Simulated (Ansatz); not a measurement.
This geometry of BF$_{3}$H$_{2}$O (7 atoms, charge 0, multiplicity 1) is a first-order saddle point.

Theory: RKS BHLYP/def2-SVP in Ansatz 0.2.0.

```xyz
7
Properties=species:S:1:pos:R:3
B 0.049 -0.279 -0.046
F -0.018 0.087 1.533
F 1.159 0.235 -0.538
F -1.111 0.044 -0.605
O 0.140 -1.691 0.393
H -0.608 -2.224 0.126
H 0.031 -1.025 1.451
```

Question: Which two structures does it join? (They come from a converged band through this point; their orientation in space is the band's.)

Answer: Bonds broken: B1–F2, O5–H7. Bonds formed: F2–H7. BF3H2O becomes BF2HO + FH.

First end point:

```xyz
7
Properties=species:S:1:pos:R:3
B 0.032 0.004 0.084
F -0.074 0.543 1.309
F 1.172 0.220 -0.564
F -1.089 -0.013 -0.654
O 0.128 -1.690 0.510
H -0.646 -2.141 0.164
H 0.117 -1.776 1.466
```

Last end point:

```xyz
7
Properties=species:S:1:pos:R:3
B 0.015 -0.444 -0.497
F 0.049 -0.086 2.312
F 1.104 0.268 -0.572
F -1.079 -0.017 -1.082
O 0.042 -1.624 0.154
H -0.789 -2.096 0.124
H 0.300 -0.855 1.875
```

Question: How far does it lie above each of them?

Answer: 28.0 kcal/mol above the first and 16.5 kcal/mol above the second. This is the barrier of this one path; another mechanism may lie lower. The orbitals stay closed-shell, which can raise the energy where a bond breaks towards radicals; this wasn't checked here.

The run took 5 min on 1 thread of Arm Neoverse V1, on a shared host, peak memory 0.15 GiB.
